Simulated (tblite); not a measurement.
Species: C7H13 (doublet state).
SMILES with atom numbers: `[H]/[C:1]=[CH:2]\[C:3]([CH3:4])([CH3:5])[CH2:6][CH3:7]` (hydrogens: H8 on C1; H9 on C2; H10, H11, H12 on C4; H13, H14, H15 on C5; H16, H17 on C6; H18, H19, H20 on C7)
Bond orders are those of one Lewis drawing.

Computed with GFN2-xTB (tblite), gas phase: L-BFGS steps from a force-field or distance-geometry start until the largest atomic force falls under 0.01 eV/Å.

Step 14: E = -584.7975 eV
```
atom  x, y, z in Å  |  force x, y, z in eV/Å
C1     -0.1529    2.1940   -1.1981   -0.073   1.024  -0.111
C2     -0.0597    0.9224   -1.2029    0.122  -0.428   0.105
C3     -0.4169   -0.1056   -0.1054    0.209  -0.054  -0.154
C4     -0.8485    0.5847    1.1786    0.039  -0.120   0.051
C5     -1.5551   -0.9534   -0.6620   -0.003   0.099  -0.135
C6      0.7937   -1.0249    0.1081    0.106  -0.028  -0.009
C7      2.0336   -0.2988    0.6183   -0.007  -0.136   0.096
H8     -0.3596    3.2036   -0.8958    0.060  -0.761   0.039
H9      0.3316    0.4011   -2.0850   -0.063   0.071   0.077
H10    -0.0809    1.2687    1.5207   -0.005   0.132   0.011
H11    -1.7637    1.1329    0.9973   -0.111   0.172   0.038
H12    -1.0339   -0.1434    1.9667   -0.001  -0.044  -0.038
H13    -1.8420   -1.7189    0.0557   -0.075   0.003  -0.086
H14    -2.3994   -0.3170   -0.8918   -0.303   0.034   0.094
H15    -1.2494   -1.4157   -1.5967    0.013  -0.207   0.023
H16     1.0418   -1.4975   -0.8459   -0.001  -0.002  -0.041
H17     0.5132   -1.8389    0.7908    0.071   0.231   0.023
H18     1.8584    0.1222    1.6039    0.008   0.065  -0.007
H19     2.8576   -1.0013    0.7052    0.087  -0.032  -0.029
H20     2.3273    0.4965   -0.0649   -0.073  -0.021   0.053
```

Step 15: E = -584.8241 eV
```
atom  x, y, z in Å  |  force x, y, z in eV/Å
C1     -0.1163    2.1840   -1.2617   -0.233   1.138   0.344
C2     -0.0440    0.9084   -1.1936    0.097  -0.204  -0.128
C3     -0.4208   -0.1092   -0.1000    0.271   0.004  -0.146
C4     -0.8434    0.5922    1.1751   -0.026  -0.058   0.234
C5     -1.5581   -0.9458   -0.6681    0.018   0.035  -0.092
C6      0.7894   -1.0301    0.1045    0.169  -0.090   0.072
C7      2.0239   -0.2978    0.6165    0.019  -0.059   0.033
H8     -0.3763    3.1370   -0.8060    0.154  -0.906  -0.193
H9      0.3469    0.3905   -2.0688    0.004  -0.119  -0.025
H10    -0.0868    1.2809    1.5169    0.215   0.224  -0.007
H11    -1.7511    1.1470    1.0070   -0.309   0.240  -0.109
H12    -1.0351   -0.1035    1.9860    0.010  -0.259  -0.022
H13    -1.8524   -1.7184    0.0325   -0.091  -0.074   0.083
H14    -2.4055   -0.3162   -0.8967   -0.290   0.094   0.021
H15    -1.2336   -1.4118   -1.5912   -0.027  -0.179  -0.124
H16     1.0348   -1.5040   -0.8488    0.022   0.049  -0.086
H17     0.5266   -1.8496    0.7797   -0.052   0.142   0.150
H18     1.8443    0.1340    1.5988    0.056  -0.066  -0.031
H19     2.8701   -0.9803    0.6850   -0.047   0.028   0.025
H20     2.2825    0.5033   -0.0702    0.041   0.062   0.001
```

Problem. Estimate the geometry and energy of step 16. (The exact step hangs on the optimiser's Hessian estimate; all steps are aligned on step 15, rigid shifts and turns removed.)

Solution. E = -584.8343 eV, largest force 0.319 eV/Å
```
atom  x, y, z in Å  |  force x, y, z in eV/Å
C1     -0.1351    2.1954   -1.2396    0.060   0.162  -0.156
C2     -0.0457    0.9205   -1.1908    0.029  -0.145  -0.140
C3     -0.4157   -0.1059   -0.1092    0.158   0.002  -0.047
C4     -0.8449    0.5843    1.1728   -0.041   0.050   0.181
C5     -1.5604   -0.9435   -0.6724    0.020  -0.007  -0.018
C6      0.7968   -1.0250    0.1016    0.095  -0.067   0.068
C7      2.0341   -0.3060    0.6238   -0.004   0.018  -0.013
H8     -0.3650    3.1474   -0.8551   -0.111   0.073   0.290
H9      0.3331    0.4140   -2.0768    0.052  -0.158  -0.064
H10    -0.0946    1.2778    1.5231    0.216   0.161  -0.012
H11    -1.7544    1.1440    1.0127   -0.247   0.154  -0.124
H12    -1.0351   -0.1231    1.9718    0.005  -0.257   0.027
H13    -1.8517   -1.7137    0.0326   -0.062  -0.079   0.134
H14    -2.4208   -0.3207   -0.8856   -0.129   0.070  -0.034
H15    -1.2448   -1.4290   -1.5892   -0.038  -0.068  -0.147
H16     1.0420   -1.5059   -0.8485    0.026   0.050  -0.063
H17     0.5283   -1.8293    0.7873   -0.092   0.003   0.154
H18     1.8527    0.1332    1.6028    0.050  -0.107  -0.025
H19     2.8739   -0.9966    0.6949   -0.068   0.040   0.041
H20     2.3023    0.4928   -0.0594    0.080   0.106  -0.051
```

The energy changes by -0.0102 eV. The first-order estimate −F·Δx gives -0.0395 eV and the mean of the old and new forces, exact on a quadratic surface, -0.0108 eV. The step makes an angle of 76° with the force vector and moves no atom by more than 0.051 Å.

What follows is the cost of the whole relaxation. On an Arm Neoverse V2 with one thread, shared host with 64 logical CPUs at a one-minute load of 23, this took 0.25 s wall.
